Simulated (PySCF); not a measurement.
V⁺ (vanadium, charge +1) across methods

[Ar] 3d4, high-spin 5D determinant. Calculation: PySCF 2.14, in aug-cc-pVDZ (7s6p4d2f, 59 functions); no relativity, point nucleus.

| method | E (hartree) | mean ε 3p α (eV) | mean ε 3p β (eV) | mean ε 3d α (eV) | Σ⟨r²⟩ (bohr²) | ⟨S²⟩ |
| --- | --- | --- | --- | --- | --- | --- |
| LDA | -941.499 | -47.636 | -44.438 | -9.945 | 22.82 | 6.000 |
| UHF | -942.67294 | -61.372 | -52.883 | -15.864 | 21.67 | 6.001 |
| MN15 | -943.687 | -51.446 | -48.340 | -12.293 | 22.52 | 6.001 |
| PBE | -943.431 | -47.712 | -44.367 | -9.838 | 22.88 | 6.000 |
| BP86 | -943.781 | -47.730 | -44.521 | -9.887 | 22.76 | 6.000 |
| TPSSh | -943.688 | -49.451 | -45.484 | -10.384 | 22.60 | 6.000 |
